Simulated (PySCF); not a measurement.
C₆H₉FO.
Z-matrix (Å and degrees, GFN2-xTB geometry), rows numbered from 1:
```
C 
C   1  1.5234
C   2  1.5388  1  113.17
C   3  1.5329  2  105.58  1  -151.56
F   4  1.3753  3  111.68  2   152.98
C   4  1.5178  3  103.93  2    30.94
O   6  1.3974  4  114.82  3    42.80
C   7  1.3967  6   63.20  4   -96.55
H   1  1.0876  2  110.29  3  -179.33
H   1  1.0873  2  109.86  3    61.08
H   1  1.0872  2  110.51  3   -59.13
H   2  1.0954  1  109.80  3   123.38
H   3  1.0908  2  109.65  1   -35.95
H   3  1.0876  2  112.77  1    85.48
H   4  1.0979  3  112.79  2   -87.76
H   6  1.0820  4  119.87  3  -170.22
H   8  1.0830  2  120.00  1   -69.40
```

NICS = −σ at a ghost point: NICS(0) at the centroid of the ring atoms, NICS(1) 1 Å to either side along the normal of their mean plane, zz for the tensor component along that normal. Level: GIAO PBE0/pcSseg-1 (PySCF, non-relativistic, gas phase) on the GFN2-xTB geometry, one conformer.

Ring bond lengths (Å), with Mayer bond orders in brackets: C2–C3 1.539 (0.97), C3–C4 1.533 (1.02), C4–C6 1.518 (0.98), C6–C8 1.464 (0.97), C8–C2 1.522 (0.96); C6–O7 1.397 (0.93), O7–C8 1.397 (0.92), C8–C6 1.464 (0.97).

**Question.** Give the NICS values of each ring in ppm.

**Answer.** 
```csv
ring,type,NICS(0),"NICS(1), two faces","NICS(1)zz, two faces",rms pucker (Å),"centre to ring atoms, mean (Å)"
C2–C3–C4–C6–C8,5-membered carbocycle; formal bonds all single,-8.7,-6.7 / -4.1,1.6 / -4.0,0.14,1.28
C6–O7–C8,3-membered ring with O; formal bonds all single,-47.7,-7.8 / -6.7,-26.9 / -24.1,0.00,0.82
```

**Question.** What do they say, and how far can they be read as aromaticity?

**Answer.** 
- C2–C3–C4–C6–C8: mean NICS(1)zz -1.2 ppm, near zero. C2, C3, C4, C6, C8 have four or more neighbours, and the NICS criterion for π rings isn't applied. The two faces differ by 5.6 ppm, so no symmetry operation interchanges them.
- C6–O7–C8: mean NICS(1)zz -25.5 ppm, shielded. C6, C8 have four or more neighbours, so the value isn't read as a sign of a π ring current. NICS(0) lies 41 ppm below the mean NICS(1).
